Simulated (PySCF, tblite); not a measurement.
Cl2HSi(SH), Cl₂H₂SSi.
Bonds: S1–Si2, Si2–Cl3, Si2–Cl4. Hydrogens: H5 on S1; H6 on Si2.

Structure optimised with GFN2-xTB, isolated species.

Task: Give the optimised bond lengths and angles.

Result: 
```csv
bond,length (pm)
S1–Si2,215.4
Si2–Cl3,200.2
Si2–Cl4,201.5
S1–H5,132.5
Si2–H6,145.1
```

A selection of angles:
```csv
angle,degrees
Si2–S1–H5,96.6
S1–Si2–Cl3,107.6
S1–Si2–Cl4,110.0
S1–Si2–H6,108.4
Cl3–Si2–Cl4,111.1
Cl3–Si2–H6,110.6
Cl4–Si2–H6,109.1
```

Dihedral angles: H5–S1–Si2–Cl3 161° (antiperiplanar). The mirror-image conformer, all signs reversed, is as good.

Si2 (chlorine-bound silicon) is tetrahedral (angles from 107.6° to 111.1°).

Its GFN2-xTB frequencies are all real (lowest 115 cm⁻¹). One conformer, not necessarily the lowest (H–S1–Si2–Cl3 161°).

The numbers are calculated, not measured.
